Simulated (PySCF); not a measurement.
**Core-level binding energies of Cu(NH3)(SiH3)**

Species: Cu(NH3)(SiH3) (singlet state).
Geometry (PBE0-D3(BJ)/def2-SVP, Å), atoms numbered from 1 in this order:
```xyz
9
CuH6NSi angstrom
Cu     0.0017   -0.0012    0.1994
N     -0.0018   -0.0134    2.2034
H     -0.9336   -0.1876    2.5829
H      0.3141    0.8762    2.5926
H      0.6115   -0.7362    2.5830
Si     0.0022    0.0126   -2.0625
H      1.3199    0.3870   -2.6980
H     -0.9781    0.9727   -2.6930
H     -0.3361   -1.3101   -2.7079
```

Method: delta-SCF UKS SCAN, pcX-2 on the ionised atom (unc-x2c-TZVPall on a metal), pcseg-1 elsewhere, spin-free X2C (PySCF 2.14.0). Binding energies are ΔSCF values: E(core-ionised, relaxed orbitals) − E(ground state) at a fixed geometry, referred to the vacuum level.

**Question.** Give the core binding energies atom by atom.

**Answer.** 
```tsv
atom(s)	environment	level	binding energy (eV)	2p1/2 (eV)	count
Si6	silicon bonded to Cu and 3 H	Si 2p3/2	104.67	105.29	1
N2	nitrogen bonded to Cu and 3 H	N 1s	407.57	–	1
Cu1	copper bonded to N and Si	Cu 2p3/2	937.54	958.19	1
Si6	silicon bonded to Cu and 3 H	Si 1s	1844.43	–	1
```

**Question.** Give the binding energy of N 1s of N2 (atom 2) in hartree and in kJ/mol.

**Answer.** 407.57 eV = 14.9779 Eh = 39325 kJ/mol.

**Question.** Which effective nuclear charge Zeff reproduces each element's mean 1s value in the hydrogen-like formula E = 13.606 eV × Zeff²?

**Answer.** N (Z = 7): mean 407.6 eV, Zeff = 5.47, Z − Zeff = 1.53; Si (Z = 14): mean 1844.4 eV, Zeff = 11.64, Z − Zeff = 2.36. Means run over the listed sites, weighted by atom count.

The 2p values add to the ΔSCF energy of one spin-free hole a correction within the shell (spin–orbit coupling, ligand field). 2p1/2 minus 2p3/2 (ligand field included): Cu 20.65 eV, Si 0.62 eV. Satellites of the metal's 2p lines aren't described. Isolated species at its PBE0-D3(BJ)/def2-SVP geometry, gas phase. Metal 2p energies of this one-determinant scheme are less reliable than its 1s energies.

Hardware: Arm Neoverse V1, one thread, no GPU, on a shared host. Cost: 17 s of wall time.
